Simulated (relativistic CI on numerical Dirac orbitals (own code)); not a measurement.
## How well does a small relativistic CI reproduce Si4+?

Computed by Dirac-Coulomb-Breit CI, KLI orbitals optimised for each configuration, model QED, valence Slater integrals scaled by 0.85, P86 correlation estimate, and configurations built on the next ion tied to the tabulated ionisation energy (semi-empirical) (own radial code, finite nucleus).

Configuration list (outside the closed core 1s2): 2s2.2p6, 2s2.2p5.3s, 2s2.2p5.3p, 2s2.2p5.3d, 2s2.2p5.4s, 2s2.2p5.4p, 2s2.2p5.4d, 2s2.2p5.4f, 2s.2p6.3s, 2s2.2p4.3s2, 2s.2p6.3p, 2s2.2p4.3s.3p, 2s.2p6.3d, 2s2.2p4.3p2, 2s2.2p4.3s.3d, 2s2.2p4.3p.3d, 2s.2p6.4s, 2s.2p6.4p, 2s.2p6.4d, 2s.2p6.4f. Levels of other configurations are missing.

```tsv
Configuration	Term (tabulated)	J	Measured (cm⁻¹)	Computed	Error	Purity (%)
2s2.2p6	1S	0	0.0	0	0	100
2s2.2p5.3s	3P°	2	838017.4	840504	2487	100
2s2.2p5.3s	3P°	1	840590.0	842989	2399	88
2s2.2p5.3s	3P°	0	843070.6	845520	2449	100
2s2.2p5.3s	1P°	1	848511.2	850356	1845	88
2s2.2p5.3p	3S	1	906252.3	911225	4973	98
2s2.2p5.3p	3D	3	917928.5	920951	3022	100
2s2.2p5.3p	3D	2	918959.4	921863	2904	83
2s2.2p5.3p	3D	1	920863.9	923749	2885	81
2s2.2p5.3p	3P	1	928405.4	930534	2128	66
2s2.2p5.3p	1S	0	962950.0	967764	4814	96
2s2.2p5.3d	3P°	0	1017629.0	1020516	2887	100
2s2.2p5.3d	3P°	1	1018235.5	1021106	2871	98
2s2.2p5.3d	3P°	2	1019537.4	1022359	2821	93
2s2.2p5.3d	3F°	4	1021384.0	1023983	2599	100
2s2.2p5.3d	3F°	3	1022351.0	1024957	2606	77
2s2.2p5.3d	3F°	2	1024240.0	1026713	2473	75
2s2.2p5.3d	1F°	3	1025526.0	1027930	2404	55
2s2.2p5.3d	3D°	1	1029407.0	1031419	2012	92
2s2.2p5.3d	3D°	3	1029875.0	1032000	2125	62
2s2.2p5.3d	3D°	2	1030414.0	1032431	2017	60
2s2.2p5.3d	1P°	1	1036915.0	1040142	3227	92
2s2.2p5.4d	2[1/2]°	0	1163210.0	1164459	1249	100
2s2.2p5.4d	2[3/2]°	2	1164459.0	1165705	1246	79
2s2.2p5.4d	2[7/2]°	4	1164645.0	1165832	1187	100
2s2.2p5.4d	2[5/2]°	2	1166166.0	1167415	1249	44
2s2.2p5.4d	2[5/2]°	2	1170425.0	1171638	1213	56
2s2.2p5.4d	2[3/2]°	2	1170743.0	1171965	1222	48
2s2.2p5.4f	2[3/2]	1	1172483.0	1172868	385	100
```

Measured levels from NIST levels in Kelleher and Podobedova, J. Phys. Chem. Ref. Data 37, 1285 (2008); Martin and Zalubas, J. Phys. Chem. Ref. Data 12, 323 (1983); pairs were made by configuration, J and term (by order where the table uses no LS term), so strongly mixed levels may be paired wrongly.

Mean error by configuration (cm⁻¹): 2s2.2p5.3s 2295; 2s2.2p5.3p 3454; 2s2.2p5.3d 2549; 2s2.2p5.4d 1228; 2s2.2p5.4f 385. Over the excited levels the mean absolute error is 2346 cm⁻¹ (28 of the 41 excited levels that our extract of the source holds in range could be paired, and the others can miss by more), and the median relative error of those above 1,000 cm⁻¹ is 0.25 %.
